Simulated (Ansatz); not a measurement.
NSi, SMILES N#[Si], multiplicity 2.

Geometry optimised at PBE0-D3(BJ)/def2-TZVPD.

Two levels are set side by side: PBE/def2-TZVPD (Ansatz, a quantum-chemistry and plane-wave program) and ωB97X-V/def2-TZVPD (Ansatz). Energy differences of separate SCF runs at the same geometry; the states with an electron removed or added have multiplicity 3 and 1. Differences are taken from unrounded values.

| quantity | ωB97X-V |
|---|---|
| vertical ionisation energy (eV) | 10.32 |
| vertical electron affinity (eV) | 2.81 |

Question: What does PBE give, and how far is it from ωB97X-V? (Estimate from the structure and the level; the computed values follow.)

Answer: 
```json
[
 {"quantity": "vertical ionisation energy (eV)", "PBE": "10.52", "PBE minus ωB97X-V": "0.21"},
 {"quantity": "vertical electron affinity (eV)", "PBE": "2.76", "PBE minus ωB97X-V": "-0.05"}
]
```
